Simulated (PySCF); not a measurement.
Ga(F)(I)2, SMILES [F][Ga]([I])[I] (FGaI2), singlet, B3LYP/def2-SVP optimised geometry.

```
4

Ga    -0.31     0.00     0.00
F      1.44     0.00     0.00
I     -1.43     2.21     0.00
I     -1.44    -2.21     0.00
```

Density from B3LYP/def2-TZVP, def2 effective core potentials past Kr (PySCF 2.14.0) at that geometry. The core electrons that the potentials of I replace are not part of the density.

Minimum of the electron density along straight lines between bonded atoms, close to the bond critical point (lines longer than 1.1 times the sum of covalent radii, or with two minima, are not listed):

```csv
bond,length / Å,ρ at the minimum / e bohr⁻³,∇²ρ there / e bohr⁻⁵,position (fraction from the first atom)
Ga1–F2,1.752,0.133,0.84,0.49
Ga1–I3,2.484,0.076,0.05,0.43
Ga1–I4,2.484,0.076,0.05,0.43
```
